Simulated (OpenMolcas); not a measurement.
## C⁺: effect of the basis set

```json
{
 "Program": "OpenMolcas 26.06",
 "Method": "CASSCF",
 "Active space": "3 electrons in 8 orbitals (2s 2p 3s 3p)",
 "State averaging": "2S+1 = 4 odd, 1 root; 2S+1 = 2 odd, 11 roots; 2S+1 = 4 even, 3 roots; 2S+1 = 2 even, 9 roots",
 "Spin-orbit coupling": "RASSI with atomic mean-field integrals over the reference wave functions, term energies averaged over their components"
}
```

A. ANO-RCC-VTZP [4s3p2d1f], DKH2, point nucleus; cost roughly 18 core-seconds
B. ANO-R2 [4s4p2d1f], X2C, finite nucleus; cost about 24 core-seconds
C. ANO-RCC-VQZP [5s4p3d2f1g], DKH2, point nucleus; cost of the order of 27 core-seconds
D. ANO-RCC [8s8p4d3f2g], DKH2, point nucleus; cost about 50 core-seconds

Energies in cm⁻¹ above 2s² 2p ²P°_1/2, the measured ground level; measured values from NIST Handbook of Basic Atomic Spectroscopic Data.

```tsv
Level	A	B	C	D	Measured
2s² 2p ²P°_1/2	0.0	0.0	0.0	0.0	0.0
2s² 2p ²P°_3/2	58.7	57.8	59.2	58.9	63.4
2s 2p² ⁴P_1/2	37884	37666	37728	37538	43003
2s 2p² ⁴P_3/2	37905	37686	37749	37559	43025
2s 2p² ⁴P_5/2	37940	37720	37784	37594	43054
2s 2p² ²D_3/2	79851	79547	79605	79427	74933
2s 2p² ²D_5/2	79856	79551	79610	79432	74930
2s 2p² ²S_1/2	98643	98283	98392	98161	96494
2s 2p² ²P_1/2	119199	118882	118931	118757	110624
2s 2p² ²P_3/2	119243	118926	118975	118801	110666
```

Deviations, from unrounded energies. A percentage is the sum of absolute deviations over the sum of measured energies, with the sign that they share, or ± where signs differ.

| Against measurement | Levels | A | B | C | D |
| --- | --- | --- | --- | --- | --- |
| mean absolute deviation (cm-1) | 9 | 4900 | 4800 | 4900 | 4800 |
| fine structure of the ground term (%) | 1 | -7.5 | -8.8 | -6.7 | -7.1 |
| other configurations (%) | 8 | ±7.5 | ±7.3 | ±7.3 | ±7.3 |

A, B, C, D lie about equally close to measurement. The largest miss of D in the table is 2s 2p² ²P_3/2, by +8100 cm-1. The ranking rests on the paired levels alone, and a cruder setting can come out closer through cancelling errors.

Among A to D the level of the table that moves most is 2s 2p² ²S_1/2, by 480 cm-1 (lowest in D, highest in A).

Without dynamic correlation excited terms often stand tens of per cent too high (terms of higher spin than the ground term too low), and those without a measured partner can miss by more than the paired ones. The run also gave levels led by 2s² 3p, which use shells meant for correlation; these and all levels above them are left out. Measured partners are found by configuration, term and J. A level has none where our copy of the source lacks it or the pairing is in doubt (some pairs that miss far off the trend of their configuration count as doubtful), and it then counts in no deviation. Levels of configurations outside the active space are missing. The table leaves out levels that lie high or whose names do not pair safely across all columns.

° marks odd parity.
